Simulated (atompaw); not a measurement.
What one change does to a pseudopotential (Cd (Z = 48), PAW (atompaw))

| Quantity | Value |
| --- | --- |
| Element | cadmium (Cd) |
| Generator | atompaw 4.2.0.5 |
| Type | PAW |
| Functional | LDA (PW92) |
| Relativity | scalar-relativistic |
| Frozen core | [Kr] |
| Valence charge | 12 |
| Reference configuration | 4d10 5s1.5 5p0.5 |
| Partial waves | 5s (bound): rc 2.35 bohr; 5s channel at 3.25 Ry: rc 2.35 bohr; 5p (bound): rc 2.50 bohr; 5p channel at 0.95 Ry: rc 2.50 bohr; 4d (bound): rc 1.35 bohr; 4d channel at 1.1 Ry: rc 2.50 bohr |
| Local potential | troulliermartins scheme with l = 3 at 1 Ry, radius 2.35 bohr |
| Core correction | smooth core density matched at 1.35 bohr |
| Augmentation charge | gaussian compensation charge, radius 2.00 bohr; PAW radius 2.50 bohr; waves and projectors: custom rrkj gramschmidtortho |

Change: all radii scaled by about 1.13 (s 2.64, p 2.82, d 1.52 bohr); local potential troulliermartins scheme with l = 3 at 1 Ry, radius 2.64 bohr; augmentation gaussian compensation charge, radius 2.26 bohr; PAW radius 2.82 bohr; waves and projectors: custom rrkj gramschmidtortho; core correction smooth core density matched at 1.52 bohr.

Cutoffs: the cutoffs (Ry, on a coarse ladder) from which the occupation-weighted sum of valence levels, in a spherical-Bessel basis at the reference potential, stays within 10 and 1 mRy of its value at 400 Ry; they do not see the model core or the augmentation charge, which bear on the density cutoff.

**Question.** What does the change do?

**Answer.** The potential gets softer (60 Ry and 110 Ry → 50 Ry and 90 Ry); the bound ghost in s disappears. A larger radius leaves more room for a smooth pseudo-wave, so fewer plane waves are needed.

| quantity | base | changed |
| --- | --- | --- |
| cutoff, loose | 60 Ry | 50 Ry |
| cutoff, tight | 110 Ry | 90 Ry |
| loose cutoff by channel (10 mRy a level) | s 6 Ry, p 6 Ry, d 50 Ry | s 6 Ry, p 6 Ry, d 40 Ry |
| bound ghosts | s | none |
| lowest overlap eigenvalue by channel | s 0.61, p 0.49, d 0.49 | s 0.60, p 0.50, d 0.51 |

 A true bound ghost makes a file unfit for plane-wave use even where its test errors are small: the radial tests pick states by their node count and pass the ghost by. The cutoffs see the waves, projectors and local potential, not the compensation charge or the core.
